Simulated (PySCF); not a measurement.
FH6NSi2, SMILES N[SiH2][SiH2]F.

The structure is a stationary point at PBE-D3(BJ)/def2-SVP. The structure was generated by enumeration, and PubChem lists no compound with its InChIKey, so it may never have been made. One conformer was computed; it need not be the lowest.

All values below come from PySCF 2.14.0 with TDA-PBE0/def2-SVPD.

Vertical excitations. Gas-phase values at a fixed geometry.

Computed UV-visible absorptions:
```json
[
 {"state": "S1", "energy (eV)": "5.34", "λ (nm)": "232", "f": "0.034", "main pairs": "HOMO→LUMO 97 %"},
 {"state": "S2", "energy (eV)": "5.89", "λ (nm)": "210", "f": "0.015", "main pairs": "HOMO→LUMO+1 97 %"},
 {"state": "S3", "energy (eV)": "6.82", "λ (nm)": "182", "f": "0.005", "main pairs": "HOMO→LUMO+2 96 %"},
 {"state": "S4", "energy (eV)": "7.10", "λ (nm)": "175", "f": "0.011", "main pairs": "HOMO−1→LUMO 74 %, HOMO→LUMO+3 18 %"},
 {"state": "S5", "energy (eV)": "7.15", "λ (nm)": "173", "f": "0.118", "main pairs": "HOMO→LUMO+3 52 %, HOMO→LUMO+4 35 %"},
 {"state": "S6", "energy (eV)": "7.39", "λ (nm)": "168", "f": "0.089", "main pairs": "HOMO→LUMO+4 47 %, HOMO−2→LUMO 22 %, HOMO→LUMO+3 18 %"},
 {"state": "S7", "energy (eV)": "7.51", "λ (nm)": "165", "f": "0.065", "main pairs": "HOMO−2→LUMO 48 %, HOMO→LUMO+5 15 %, HOMO−3→LUMO 12 %, HOMO→LUMO+4 9 %"},
 {"state": "S8", "energy (eV)": "7.69", "λ (nm)": "161", "f": "0.025", "main pairs": "HOMO→LUMO+5 66 %"},
 {"state": "S9", "energy (eV)": "7.80", "λ (nm)": "159", "f": "0.035", "main pairs": "HOMO−1→LUMO+1 59 %, HOMO→LUMO+6 20 %"},
 {"state": "S10", "energy (eV)": "7.88", "λ (nm)": "157", "f": "0.037", "main pairs": "HOMO−3→LUMO 63 %, HOMO−2→LUMO 13 %, HOMO−2→LUMO+1 10 %"},
 {"state": "T1", "energy (eV)": "4.70", "λ (nm)": "264", "f": "0", "main pairs": "HOMO→LUMO 95 %"},
 {"state": "T2", "energy (eV)": "5.25", "λ (nm)": "236", "f": "0", "main pairs": "HOMO→LUMO+1 92 %"},
 {"state": "T3", "energy (eV)": "6.43", "λ (nm)": "193", "f": "0", "main pairs": "HOMO→LUMO+2 40 %, HOMO−1→LUMO 25 %, HOMO→LUMO+3 9 %, HOMO−1→LUMO+1 8 %"},
 {"state": "T4", "energy (eV)": "6.46", "λ (nm)": "192", "f": "0", "main pairs": "HOMO→LUMO+3 75 %, HOMO→LUMO+2 15 %"}
]
```
Triplets are in the Tamm–Dancoff approximation.
